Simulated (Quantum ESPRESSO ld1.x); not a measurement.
Question: Ho7+, 60 electrons, occupied as [Kr] 4d10 4f9 5s2 5p3. Calculated with ld1.x of Quantum ESPRESSO 7.5: scalar-relativistic Kohn-Sham, PBE, spin-unpolarised, spherical densities, point nucleus. Some entries of the table are withheld. Estimate them.

| orbital | occ. | eigenvalue (eV) | <r> (bohr) | r(max) (bohr) |
|---|---|---|---|---|
| 1s | 2 | (1) | 0.02074 | 0.013 |
| 2s | 2 | (2) | 0.08809 | 0.074 |
| 2p | 6 | -8334.06 | (3) | 0.060 |
| 3s | 2 | -2184.14 | (4) | 0.211 |
| 3p | 6 | -1860.32 | 0.2289 | 0.207 |
| 3d | 10 | -1449.73 | 0.2078 | 0.170 |
| 4s | 2 | -519.028 | 0.5176 | 0.484 |
| 4p | 6 | -412.172 | 0.5480 | 0.504 |
| 4d | 10 | -267.744 | 0.5908 | (5) |
| 5s | 2 | -146.753 | 1.179 | 1.10 |
| 5p | 3 | -117.727 | 1.317 | 1.21 |
| 4f | 9 | -108.688 | 0.7142 | 0.512 |

Answer: 
(1) 1s eigenvalue (eV): -55611.8
(2) 2s eigenvalue (eV): -9393.92
(3) 2p <r> (bohr): 0.07806
(4) 3s <r> (bohr): 0.2298
(5) 4d r(max) (bohr): 0.521
